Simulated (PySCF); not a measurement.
C5H9N, SMILES C#C[C@@H](C)CN. Geometry optimised at PBE-D3(BJ)/def2-SVP. The structure was generated by enumeration; whether it is a known compound was not checked. Other conformers were not sampled.

Computed equilibrium geometry at PBE-D3(BJ)/def2-SVP (PySCF confirms it by a frequency run) as Cartesian coordinates in Å (one conformer of several):
```xyz
15

C     -0.8501    -2.1668     0.6264
C     -0.7568    -1.0444     0.1477
C     -0.5976     0.3045    -0.4089
C     -0.9459     1.3905     0.6269
C      0.8331     0.4838    -0.9783
N      1.8275     0.3911     0.0820
H     -0.9546    -3.1576     1.0449
H     -1.2992     0.3910    -1.2696
H     -0.1968     1.3811     1.4410
H     -0.9229     2.3907     0.1490
H     -1.9530     1.2284     1.0566
H      0.9606    -0.2490    -1.8156
H      0.8900     1.4972    -1.4320
H      2.7688     0.5380    -0.3001
H      1.8186    -0.5633     0.4682
```
Charge 0, spin multiplicity 1.
